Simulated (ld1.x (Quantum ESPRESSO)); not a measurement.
## Before and after: TM potential for Xe (Z = 54)

- Element: xenon (Xe)
- Generator: ld1.x (Quantum ESPRESSO) 7.5
- Type: norm-conserving Troullier–Martins (Kleinman–Bylander form)
- Functional: PBE
- Relativity: scalar-relativistic
- Frozen core: [Kr]
- Valence charge: 18
- Reference configuration: 4d10 5s2 5p6
- Partial waves: 5s (bound): rc 1.25 bohr; 5p (bound): rc 1.40 bohr; 4d (bound): rc 1.25 bohr
- Local potential: all-electron potential smoothed inside 1.05 bohr (lloc = -1)
- Core correction: Bessel-smoothed model core inside 1.20 bohr

Change: local potential all-electron potential smoothed inside 0.58 bohr (lloc = -1).

Cutoffs: the cutoffs (Ry, on a coarse ladder) from which the occupation-weighted sum of valence levels, in a spherical-Bessel basis at the reference potential, stays within 10 and 1 mRy of its value at 400 Ry; they do not see the model core or the augmentation charge, which bear on the density cutoff. Errors are all-electron minus pseudo energies relative to the spin-unpolarised reference configuration.

Question: Predict the effect on cutoff, ghosts and configuration errors.

Answer: The potential gets neither clearly harder nor softer (160 Ry and 260 Ry → 160 Ry and 260 Ry); both files keep a bound ghost (p, s); of the 7 tests that both files solve, the error grows in 3 and shrinks in 2 by more than 15 % and 0.3 meV (median size 24.2 → 37.5 meV); the range in which the s phases agree widens (upper end 3.5 → at the end of the scan); the range in which the p phases agree narrows (upper end 1.7 → 0.2).

```tsv
quantity	base	changed
cutoff, loose	160 Ry	160 Ry
cutoff, tight	260 Ry	260 Ry
loose cutoff by channel (10 mRy a level)	s 55 Ry, p 70 Ry, d 100 Ry	s 100 Ry, p 60 Ry, d 100 Ry
bound ghosts	s, p	s, p
error for 4d10 5s2 5p5, meV [ΔE 12.54 eV]	-6.1	+6.1
error for 4d10 5s2 5p4, meV [ΔE 34.29 eV]	-21	+38
error for 4d10 5s2 5p3, meV [ΔE 66.01 eV]	-41	+100
error for 4d10 5s1 5p6, meV [ΔE 24.68 eV]	-24	+22
error for 4d9 5s2 5p6, meV [ΔE 67.71 eV]	-519	+390
error for 4d10 5s2 5p2, meV [ΔE 108.33 eV]	-57	+175
error for 4d10 5s2 5p5.5, meV [ΔE 5.17 eV]	-2.0	+0.7
s: phases at 1.56 bohr within 0.05 rad from the reference energy up to (Ry; the scan ends near 5)	3.5	to the end of the scan
p: phases at 1.56 bohr within 0.05 rad from the reference energy up to (Ry; the scan ends near 5)	1.7	0.2
d: phases at 1.56 bohr within 0.05 rad from the reference energy up to (Ry; the scan ends near 5)	to the end of the scan	4.1
```

 A true bound ghost makes a file unfit for plane-wave use even where its test errors are small: the radial tests pick states by their node count and pass the ghost by.
